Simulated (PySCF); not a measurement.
## Levels of W⁴³⁺ from EOM-EA-GCCSD

Reference: closed-shell W⁴⁴⁺, [Ar] 3d10 4s2; one electron is added. Calculated with PySCF 2.14, two-component X2C-1e with screened spin-orbit coupling, an even-tempered Gaussian basis (18 s from 2.5 bohr⁻², ratio 2.6; 15 p from 3.2 bohr⁻², ratio 2.6; 10 d from 3.2 bohr⁻², ratio 2.6; 6 f from 3.3 bohr⁻², ratio 2.8); frozen [Ar]; the 92 highest virtual spinors dropped; of the others 68 kept and the rest restored at second order. No Breit or QED terms. Binding energies in eV.

```
level  Koopmans  second order  EOM-CCSD
4p1/2    2206.0        2207.6    2207.4
4p3/2    2106.9        2108.8    2108.7
```

For comparison, the ionisation energy of W⁴³⁺ is 2210 ± 1.5 eV (semi-empirical (NIST evaluation); NIST Atomic Spectra Database, ionization energies).
